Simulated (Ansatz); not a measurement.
Cartesian coordinates in Å:
```
C 0.386 1.010 -1.648
Si -0.529 -0.115 -0.456
Ga 0.638 -1.983 0.526
C -0.645 0.679 1.287
F 0.144 -0.154 2.142
H -0.146 1.953 -1.795
H 0.491 0.530 -2.624
H 1.389 1.233 -1.276
H -1.916 -0.336 -0.962
H -0.152 -3.174 1.182
H 2.211 -2.010 0.547
H -1.651 0.685 1.711
H -0.220 1.683 1.367
```

Charge 0, multiplicity 1.

(1) List the ωB97M-V/def2-TZVPP orbital energies in eV (Ansatz 0.2.0). (Best estimate.)

Answers

(1) Computed: Occupied: -10153.21, -1806.63, -1256.74, -1110.92, -1110.82, -1110.81, -677.82, -283.30, -281.14, -154.03, -147.73, -106.55, -106.27, -106.25, -101.85, -101.83, -101.81, -36.41, -25.62, -25.50, -25.47, -25.36, -25.32, -22.73, -22.09, -17.60, -16.53, -16.49, -15.06, -14.32, -13.98, -13.84, -12.95, -11.49, -11.11, -10.41, -9.08. Lowest empty: 0.42, 1.98, 2.27, 2.96, 3.21, 3.27, 3.62, 4.01.
